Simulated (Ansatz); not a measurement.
A structure drawn as `C[SiH](F)[SiH](F)F`, with this starting geometry:

Cartesian coordinates in Å:
```
C 1.619 0.065 -0.502
Si -0.211 0.184 -0.794
F -0.521 -0.913 -1.946
Si -1.375 -0.216 1.107
F -2.966 0.055 0.881
F -0.910 0.827 2.248
H 2.212 0.238 -1.376
H 1.888 -0.942 -0.095
H 1.933 0.821 0.298
H -0.503 1.511 -1.392
H -1.166 -1.632 1.572
```

The species carries charge 0 and has multiplicity 1.

Relax it with Ansatz at PBE-D4/def2-SVP and then PBE0-D4/def2-TZVP. Is the drawn bonding still there?

Yes, every drawn bond is still there and no new one forms.

Give the relaxed structure. (An estimate is asked.)

Ansatz gave: 
Z-matrix (Å, degrees):
```
C
Si 1 1.857
H 1 1.092 2 111.5
H 1 1.094 2 109.8 3 -119.9
H 1 1.093 2 110.7 3 120.7
F 2 1.608 1 109.5 3 -59.8
Si 2 2.357 1 111.2 3 58.6
H 2 1.487 1 111.1 3 -178.5
F 7 1.593 2 110.7 1 170.6
F 7 1.597 2 107.7 1 53.8
H 7 1.483 2 116.6 1 -66.6
```
No frequency check was run.

Atoms count as bonded under 1.1 times the sum of their covalent radii (H–H under 0.85 Å, pairs among N, O and F under 1.55 Å), and a drawn bond as lost past 1.3 times.
